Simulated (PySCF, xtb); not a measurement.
ethenyl(silyloxy)silane (C₂H₈OSi₂), SMILES C=C[SiH2]O[SiH3].

GFN2-xTB run with xtb at its own geometry gives an orbital gap of 4.42 eV and a dipole moment of 0.29 D.

Geometry optimised at ωB97X-D3(BJ)/def2-SVP. The values are those of a single conformer.

Q: What does B3LYP/def2-TZVP in PySCF give? (Estimate from the structure and the level; the computed values follow.)

A: gap 7.02 eV (levels -7.72 and -0.70 eV), dipole 0.46 D.
